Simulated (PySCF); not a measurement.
Compound: methylethylisopropylamine, C₆H₁₅N.
Structure used (PBE0-D3(BJ)/def2-SVP), in Å, numbered top down from 1:
```
atom  x, y, z in Å
C1    -2.0836   -0.7878   -0.1477
C2    -0.7350   -0.5460    0.5110
N3     0.1268    0.3211   -0.2654
C4    -0.2543    1.7065   -0.1926
C5     1.5608    0.0985   -0.1017
C6     1.9932   -1.2130   -0.7460
C7     2.0597    0.2062    1.3419
H8    -2.6595    0.1428   -0.2652
H9    -1.9468   -1.2259   -1.1478
H10   -2.6944   -1.4751    0.4577
H11   -0.2307   -1.5170    0.6303
H12   -0.8915   -0.1576    1.5434
H13   -1.3016    1.8354   -0.5043
H14    0.3646    2.3058   -0.8786
H15   -0.1608    2.1516    0.8248
H16    2.0417    0.9090   -0.6769
H17    1.6278   -1.2658   -1.7817
H18    1.6031   -2.0879   -0.2017
H19    3.0905   -1.2987   -0.7522
H20    3.1587    0.1550    1.3813
H21    1.7534    1.1564    1.8061
H22    1.6687   -0.6148    1.9639
```

Linear response at PBE0/def2-SVPD (PySCF, frozen core in the response, non-relativistic).

Static isotropic polarisability: 85.24 au (12.63 Å³), principal values 78.6, 84.4, 92.7 au.

Problem. What is the polarisability at 1064 nm and at the sodium D line?

Solution. 85.84 au at 1064 nm (+0.7 %), 87.27 au at 589.3 nm (+2.4 %). The rise at 589.3 nm is 3.36 times that at 1064 nm; a pure ω² law gives 3.26. The lowest singlet lies at 224 nm, shorter than both wavelengths.

Problem. What is the isotropic C6 coefficient between two such molecules, C6 = (3/π)∫α(iω)² dω?

Solution. 3212 au (Eh·bohr⁶) by a ten-point quadrature over imaginary frequencies, which is 1920 eV·Å⁶ or 185 J·nm⁶/mol.

Problem. Which effective excitation energy ω̄ makes London's formula C6 = (3/4)α²ω̄ exact here?

Solution. ω̄ = 4·C6/(3α²) = 0.589 Eh = 16.0 eV. A one-pole form α(ω) = α/(1 − ω²/ω̄²) fitted to the 1064 nm value gives 13.9 eV.

Problem. What three-body coefficient follows from the one-pole estimate C9 = (3/4)·α·C6?

Solution. 205000 au. This is an estimate from the two numbers above, not a computed integral.

Problem. How anisotropic is the static polarisability, by Δα² = ½[(α1 − α2)² + (α2 − α3)² + (α3 − α1)²]?

Solution. Δα = 12.3 au, or 0.14 of the isotropic value.

Problem. What n − 1 at the D line would an ideal gas of it have at 273.15 K and 1 atm (2.6868 × 10¹⁹ cm⁻³), by n − 1 = 2π·N·α′?

Solution. 21.83 × 10⁻⁴, a formal value whether or not that pressure can be reached.

Problem. How many electrons N does the Slater–Kirkwood formula C6 = (3/4)·√N·α^(3/2) need to give this C6?

Solution. N = (4·C6/3)²/α³ = 29.6; the species has 58 electrons in all.

Problem. The lowest 6 singlets have (eV, f): 5.54, 0.007; 6.17, 0.009; 6.19, 0.008; 6.31, 0.042; 6.98, 0.033; 7.05, 0.028. What share of the static polarisability do they carry in the sum over states α = Σ f/ω²?

Solution. 2.20 au, 2.6 % of α; the largest term, 0.79 au, is that of the state at 6.31 eV. Their oscillator strengths add up to 0.13. Higher states carry the rest.

Problem. What molar refraction at the D line follows from R = (4π/3)·N_A·α′, with α′ the polarisability volume?

Solution. α′ = 12.93 Å³ gives R = 32.62 cm³/mol, for isolated, non-vibrating species.

Hardware: AMD EPYC 7B13, one thread, no GPU, shared host with 64 logical CPUs at a one-minute load of 9.8. Cost: 46 s wall, 1.1 GiB resident at most. This is the whole response run at PBE0/def2-SVPD, SCF included.

One conformer stands for the species.
